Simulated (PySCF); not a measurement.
# How exact exchange moves a shielding

Molecule: SMILES [SiH3]S[SiH](P)P, H8P2SSi2.

Molfile (atoms numbered from 1):
```
H8P2SSi2
     RDKit          3D

 13 12  0  0  0  0  0  0  0  0999 V2000
   -1.6801   -1.3422   -0.5761 Si  0  0  0  0  0  4  0  0  0  0  0  0
   -0.4375   -0.2104   -1.9240 S   0  0  0  0  0  0  0  0  0  0  0  0
    1.0620    0.5409   -0.5698 Si  0  0  0  0  0  4  0  0  0  0  0  0
    0.4192    2.2683    0.7425 P   0  0  0  0  0  0  0  0  0  0  0  0
    1.7097   -1.1058    0.8458 P   0  0  0  0  0  0  0  0  0  0  0  0
   -2.9616   -1.5593   -1.3045 H   0  0  0  0  0  0  0  0  0  0  0  0
   -1.9324   -0.5767    0.6811 H   0  0  0  0  0  0  0  0  0  0  0  0
   -1.0645   -2.6567   -0.2346 H   0  0  0  0  0  0  0  0  0  0  0  0
    2.1492    1.0355   -1.4645 H   0  0  0  0  0  0  0  0  0  0  0  0
   -0.7615    1.6005    1.1903 H   0  0  0  0  0  0  0  0  0  0  0  0
   -0.2463    2.9412   -0.3275 H   0  0  0  0  0  0  0  0  0  0  0  0
    2.8435   -0.3644    1.3009 H   0  0  0  0  0  0  0  0  0  0  0  0
    2.4359   -1.8137   -0.1593 H   0  0  0  0  0  0  0  0  0  0  0  0
  1  2  1  0
  2  3  1  0
  3  4  1  0
  3  5  1  0
  1  6  1  0
  1  7  1  0
  1  8  1  0
  3  9  1  0
  4 10  1  0
  4 11  1  0
  5 12  1  0
  5 13  1  0
M  END
```

GIAO shieldings (ppm, equivalent atoms averaged) in PySCF 2.14.0 with density-fitted response routines on the PBE0-D3(BJ)/def2-SVP geometry, basis pcSseg-1, gas phase, non-relativistic:

| functional | exact exchange (%) | σ(Si3) | σ(Si1) | σ(S2) |
| --- | --- | --- | --- | --- |
| BLYP | 0 | 307.9 | 383.8 | 710.1 |
| BP86 | 0 | 322.4 | 392.8 | 727.4 |
| PBE | 0 | 325.0 | 395.0 | 731.2 |
| PBE0 | 25 | 344.2 | 408.8 | 767.5 |
| mPW1PW91 | 25 | 342.1 | 406.3 | 765.2 |
| BHandHLYP | 50 | 347.7 | 413.0 | 779.6 |
| HF | 100 | 390.0 | 445.5 | 837.8 |

(1) Fit each shielding as a line in the percentage of exact exchange.

(2) What does the line predict for B3LYP (20 %), and what does the run give?

Results:

(1) σ(Si3) = 320.1 + 0.69 x (rms 6.5 ppm); σ(Si1) = 391.2 + 0.53 x (rms 4.1 ppm); σ(S2) = 727.4 + 1.13 x (rms 9.0 ppm). The functionals also differ in their semilocal parts, which the line can't hold; Hartree–Fock has no correlation at all.

(2) σ(Si3): 333.9 predicted, 324.0 computed; σ(Si1): 401.8 predicted, 395.3 computed; σ(S2): 750.0 predicted, 740.8 computed ppm.
